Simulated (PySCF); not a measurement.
## Excitation energy of Xe²⁺ by level of theory

Xe²⁺ [Kr] 4d10 5s2 5p4 (3P) → Xe²⁺ [Kr] 4d10 5s2 5p3 5d1 (5D), as a difference of total energies. Computed with PySCF 2.14 in aug-cc-pwCVTZ-PP with ECP28MDF (8s7p6d4f1g, 96 functions), with a scalar-relativistic core potential. Correlated levels: valence: 4s2 4p6 4d10 frozen. The calculations carry no spin-orbit coupling.

| method | excitation energy (cm⁻¹) |
| --- | --- |
| UHF | 101270 |
| MP2 (valence) | 104900 |
| SCS-MP2 (valence) | 106180 |
| CCSD (valence) | 105510 |
| CCSD(T) (valence) | 105640 |

The promoted electron is Rydberg-like, and one or two diffuse shells describe it only roughly, which tends to raise the upper state.
